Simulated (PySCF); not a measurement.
AlBH6OSi (calculated)

Computed with PySCF 2.14.0. Calculation on a computer-drawn molecule: the log of a Hartree-Fock and frozen-core CCSD(T) single point meant for a local Hartree-Fock minimum, with one planted fault or none, to be diagnosed. Offsets are logged minus clean, where the clean run is the same molecule without the fault. The reference is restricted for singlets and unrestricted otherwise, and also for a bond in bohr or an excited solution. Adding or removing an electron swaps singlet and doublet. The excited solution moves the top pair (singlet) or top alpha electron (doublet) to the lowest empty orbital. Highest occupied and lowest empty are orbital energies over both spins, largest force is the largest gradient component, triples share is (T) over the correlation energy, the T1 limit is 0.02 restricted and 0.045 unrestricted, electrons count all cores, a negative frequency is imaginary (commonest isotopes), and the dipole is about the centre of nuclear charge.

```yaml
- formula: AlBH6OSi
  logged_structure:
    atoms_angstrom:
      - [Al, 0.1867, -1.5667, -0.0675]
      - [O, 0.5016, -0.0811, -0.8117]
      - [B, 0.7531, 1.0876, -1.4156]
      - [Si, 0.1562, 2.8722, -0.5809]
      - [H, -1.159, -2.2898, -0.4268]
      - [H, 1.2589, -2.1199, 0.9359]
      - [H, 1.3434, 1.0798, -2.4728]
      - [H, -0.7686, 3.5966, -1.494]
      - [H, 1.3262, 3.7598, -0.3426]
      - [H, -0.5431, 2.6771, 0.7182]
  given:
    meant_charge: 0
    meant_multiplicity: 1
    meant_basis: "cc-pV(D+d)Z"
    logged_electrons: 46
    logged_basis_functions: 104
    logged_SCF_converged: "yes"
    logged_spin_squared: 0.0
    "logged_highest_occupied [eV]": -10.146
    "logged_lowest_empty [eV]": 1.3587
    "logged_largest_force [hartree/bohr]": 3.2072e-05
    "logged_lowest_frequency [cm^-1]": 50.917
    logged_T1_diagnostic: 0.016271
    logged_D1_diagnostic: 0.049108
    logged_triples_share: 0.024122
    logged_CC_converged: "yes"
    "logged_dipole_magnitude [debye]": 1.6552
    logged_SCF_stable_within_its_kind: "yes"
    "logged_energy_HF [hartree]": -633.97096
    "logged_energy_CCSD(T) [hartree]": -634.47149
    possible_faults: "no fault, one electron removed, one electron added, multiplicity raised by two, geometry at a saddle point, SCF held on an excited solution, minimal basis STO-3G, one bond length entered in bohr, all coordinates scaled"
    drawn_bonds_atom: [1, 2, 3, 1, 1, 3, 4, 4, 4]
    drawn_bonds_other_atom: [2, 3, 4, 5, 6, 7, 8, 9, 10]
    drawn_bonds_order: [1, 1, 1, 1, 1, 1, 1, 1, 1]
  results:
    planted_fault: "no fault"
    "HF_energy_offset_from_clean_run [kcal/mol]": 0.0
    "CCSD(T)_energy_offset_from_clean_run [kcal/mol]": 0.0
```
